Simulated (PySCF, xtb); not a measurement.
F2GeH4Si, SMILES F[SiH](F)[GeH3].

xtb with GFN2-xTB at its own geometry gives an orbital gap of 5.45 eV and a dipole moment of 1.87 D.

Geometry: PBE0-D3(BJ)/def2-SVP. This is a generated structure with no PubChem entry under its InChIKey; it may be hypothetical.

**Question.** What does PBE/def2-TZVP in PySCF give? (The exact figures need the calculation; the answer reports its results.)

**Answer.** gap 6.18 eV (levels -7.34 and -1.17 eV), dipole 1.62 D.
